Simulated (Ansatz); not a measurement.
One change: `Cl[SiH]1CS1` becomes `C1[SiH2]S1`.

Ansatz, PBE0-D4/def2-TZVP geometries, multiplicity 1. 

```json
{"property": "HOMO–LUMO gap (B3LYP/def2-TZVPP) / eV", "`Cl[SiH]1CS1`": "6.49"}
{"property": "HOMO–LUMO gap (PBE/def2-TZVPP) / eV", "`Cl[SiH]1CS1`": "4.83"}
{"property": "HOMO–LUMO gap (ωB97M-V/def2-TZVPP) / eV", "`Cl[SiH]1CS1`": "11.03"}
{"property": "HOMO energy (PBE/def2-TZVPP) / eV", "`Cl[SiH]1CS1`": "-6.10"}
{"property": "size of the dipole moment (ωB97M-V/def2-TZVPP) / D", "`Cl[SiH]1CS1`": "1.52"}
{"property": "LUMO energy (PBE/def2-TZVPP) / eV", "`Cl[SiH]1CS1`": "-1.27"}
```

(1) Give the same properties after the change, and the shifts. (An estimate is asked.)

## Answers

(1) Ansatz gave: 
```json
{"property": "HOMO–LUMO gap (B3LYP/def2-TZVPP) / eV", "`C1[SiH2]S1`": "6.12", "shift": "-0.37"}
{"property": "HOMO–LUMO gap (PBE/def2-TZVPP) / eV", "`C1[SiH2]S1`": "4.57", "shift": "-0.26"}
{"property": "HOMO–LUMO gap (ωB97M-V/def2-TZVPP) / eV", "`C1[SiH2]S1`": "10.51", "shift": "-0.52"}
{"property": "HOMO energy (PBE/def2-TZVPP) / eV", "`C1[SiH2]S1`": "-5.79", "shift": "0.31"}
{"property": "size of the dipole moment (ωB97M-V/def2-TZVPP) / D", "`C1[SiH2]S1`": "1.77", "shift": "0.25"}
{"property": "LUMO energy (PBE/def2-TZVPP) / eV", "`C1[SiH2]S1`": "-1.22", "shift": "0.05"}
```

With PBE0 the HOMO rises by 0.33 eV and the LUMO falls by 0.05 eV, so the gap narrows by about 0.38 eV. PBE moves the HOMO by 0.31 eV and ωB97M-V by 0.31 eV. Dipoles are sizes alone; their direction can turn.

B3LYP here is the variant with VWN-RPA as its local correlation; programs differ in this.
